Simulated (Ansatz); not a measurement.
`[Cl][Hf]([Cl])([Cl])[SeH]` + `C[O][GeH]([F])[F]` → `[F][GeH]([F])[SeH]` + `C[O][Hf]([Cl])([Cl])[Cl]`  (redistribution)

Program: Ansatz. Geometries: PBE0-D4/def2-TZVP. ΔE: electronic, gas phase. CBS: MP2 limit from def2 TZ/QZ plus the TZ coupled-cluster correction, frozen cores. DFT in def2-TZVPP. B3LYP here is the variant with VWN-RPA as its local correlation; programs differ in this. def2 core potentials past Kr. For Ge, Hf, Se outer-core shells are correlated without core-valence functions, which leaves a few kJ/mol of doubt a bond. Scalar relativity is left out up to krypton. Each species was taken in one conformer, which may not be the lowest.

Q: Is it downhill or uphill in electronic energy at CCSD(T)/CBS, and by how much? (An estimate is asked.)

A: Computed: Downhill: ΔE = -64.3 kJ/mol.

Q: What do these levels give: revPBE-D4, BLYP-D4, B97M-V, PBE0-D4, B3LYP-D4, r2SCAN0-D4, BHLYP-D4, ωB97M-V, B3LYP, r2SCANh, MP2/def2-TZVPP, CCSD(T)/def2-TZVPP? (Estimate.)

A: Ansatz gave: revPBE-D4 -75.1, BLYP-D4 -78.4, B97M-V -72.0, PBE0-D4 -72.5, B3LYP-D4 -76.0, r2SCAN0-D4 -69.4, BHLYP-D4 -72.3, ωB97M-V -72.6, B3LYP -78.9, r2SCANh -70.7, MP2/def2-TZVPP -61.3, CCSD(T)/def2-TZVPP -64.5 kJ/mol.

Largest T1 diagnostic among the species: 0.014.

At CCSD(T), def2-SVP lies −10.4 kJ/mol from the extrapolated value and def2-TZVPP −0.2 kJ/mol. From BLYP to BHLYP (50 % exact exchange), in def2-TZVPP and without D4, ΔE moves by +6.7 kJ/mol.
